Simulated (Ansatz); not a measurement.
```yaml
crystal:
  periodic: [false, false, false]
  atoms:
    - {symbol: Cl, position_ang: [1.690927, -0.571428, 0.891884]}
    - {symbol: Si, position_ang: [-0.081299, -0.012690, 0.075438]}
    - {symbol: Cl, position_ang: [0.017704, 1.933698, -0.491290]}
    - {symbol: Cl, position_ang: [-0.476020, -1.170517, -1.544185]}
    - {symbol: H, position_ang: [-1.151313, -0.179062, 1.068153]}
basis:
  gaussian: {orbitals: STO-3G}
magnetization: {spin_polarized: true, initial_magnetization: 10}
hamiltonian: {xc: {name: r2SCAN50}, dispersion: d4}
output: {forces: true}
```

```sh
$ ansatz run in.yaml --threads 2 --pin off --events-out ev --progress --plain --max-ram 32768MiB --backend cpu
```

Shortened log:

```
Functional definition: r2SCAN50
402 factors; integrals over basis functions are off by at most 1.3e-5 eV
Error: 38 electrons of one spin do not fit in 37 independent orbitals
```

In this input the spin is set far too high for this molecule. The program refused the input.
